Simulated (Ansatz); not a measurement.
A made-up structure of AlB$_{2}$H$_{5}$O, closed shell:

```tsv
atom	x (Å)	y (Å)	z (Å)
B1	-0.0230	1.8128	-0.6604
Al2	-0.3099	-0.1659	0.0884
B3	1.2510	-1.5655	0.4602
O4	-1.8835	-0.7367	0.4382
H5	-0.0064	2.0718	-1.8332
H6	-2.1554	-1.2910	1.1863
H7	1.6576	-2.3243	-0.3764
H8	1.8225	-1.6379	1.5132
H9	-2.6751	-0.2151	0.3179
```

It is relaxed with PBE-D4/def2-SVP and then PBE0-D4/def2-TZVP (Ansatz 0.2.0). Atoms count as bonded within 1.22 times the sum of their covalent radii (H–H: 0.88 Å). The end point is not checked to be a true minimum.

(1) Does its bonding change? (A judgement: the text doesn't fix the answer.)

Answers

(1) By the calculation: No: no bond forms or breaks.

Where it ends: The first stage lowers the energy by 1.80 eV in 22 steps. It ends as AlB₂H₅O ([BH][Al]([BH2])[OH2]):
```json
{"atom": "B1", "x (Å)": "-0.2445", "y (Å)": "1.5077", "z (Å)": "-1.2135"}
{"atom": "Al2", "x (Å)": "0.0224", "y (Å)": "-0.0885", "z (Å)": "-0.0794"}
{"atom": "B3", "x (Å)": "1.1623", "y (Å)": "-1.6903", "z (Å)": "0.4779"}
{"atom": "O4", "x (Å)": "-1.7493", "y (Å)": "-0.3356", "z (Å)": "0.8661"}
{"atom": "H5", "x (Å)": "-0.3428", "y (Å)": "2.4816", "z (Å)": "-1.8857"}
{"atom": "H6", "x (Å)": "-1.7190", "y (Å)": "-1.1474", "z (Å)": "1.3879"}
{"atom": "H7", "x (Å)": "2.2514", "y (Å)": "-1.8852", "z (Å)": "0.0185"}
{"atom": "H8", "x (Å)": "0.7918", "y (Å)": "-2.4873", "z (Å)": "1.3030"}
{"atom": "H9", "x (Å)": "-2.4946", "y (Å)": "-0.4068", "z (Å)": "0.2595"}
```

Labels in which every atom is bracketed show which atoms are joined, not bond orders.

For scale, one of the runs: PBE0-D4/def2-TZVP relaxation, 160 basis functions, launched by `ansatz run in.yaml --threads 2 --pin off --events-out ev --progress --plain --max-ram 4352MiB`. Hardware: 2 CPU threads of an Arm Neoverse V2, shared host. Wall time about 57 s.
